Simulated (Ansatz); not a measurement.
A nudged elastic band was laid between two geometries of CH$_{5}$AlSe (8 atoms, charge 0, multiplicity 1).

All numbers below come from Ansatz 0.2.0, RKS BLYP/def2-SVP.

| Property | Result |
| --- | --- |
| movable images | 7 |
| climbing image | yes |
| spring | 5.0 eV/Å² |
| optimiser | quadratic models (default) |
| start path | through a guess of the saddle point |
| force threshold | 0.03 eV/Å |
| iteration limit | 60 |
| end points | relaxed |

First end point:

```xyz
8
Properties=species:S:1:pos:R:3
C -0.501 1.209 -0.700
Se -0.616 0.445 1.157
Al 0.629 -1.509 0.901
H -0.026 2.204 -0.630
H -1.530 1.308 -1.091
H 0.093 0.553 -1.361
H 1.265 -1.840 -0.523
H 0.780 -2.427 2.192
```

Last end point:

```xyz
8
Properties=species:S:1:pos:R:3
C -0.601 1.120 -0.767
Se -1.108 0.005 0.828
Al 0.735 -1.416 0.973
H 0.390 0.826 -1.156
H -0.583 2.178 -0.449
H -1.372 0.973 -1.545
H 1.915 -1.257 -0.087
H 0.715 -2.487 2.148
```

Question: What changes between the two ends?

Answer: No bond is made or broken. The dihedral H6–C1–Se2–Al3 goes from 0 to 119°. The two ends are copies of one structure, up to a mirror image or an exchange of like atoms.

Question: What energy profile does the band end with?

Answer: The run converged. The highest image is number 4 of 0 to 8, 0.010 eV above the ends, which have the same energy within 2 meV. A vibrational analysis at the climbing image gives one clearly imaginary mode, 61i cm⁻¹: a first-order saddle point.

```tsv
image	path coordinate (Å)	energy (eV)	dihedral H6–C1–Se2–Al3 (°)
0	0.00	0.000	0
1	0.42	0.002	17
2	0.84	0.006	33
3	1.26	0.009	49
4	1.67	0.010	64
5	2.04	0.009	78
6	2.41	0.005	91
7	2.78	0.002	105
8	3.15	0.000	119
```

Question: What is the geometry of the highest image?

Answer: 
```xyz
8
Properties=species:S:1:pos:R:3
C -0.574 1.194 -0.678
Se -0.898 0.177 1.029
Al 0.716 -1.501 0.863
H 0.468 1.556 -0.718
H -1.268 2.053 -0.656
H -0.796 0.557 -1.551
H 1.673 -1.551 -0.410
H 0.771 -2.542 2.065
```

Time of the run: 3.2 min on 1 thread of Intel(R) Xeon(R) Processor @ 2.70GHz, on a shared host, peak memory 0.13 GiB.
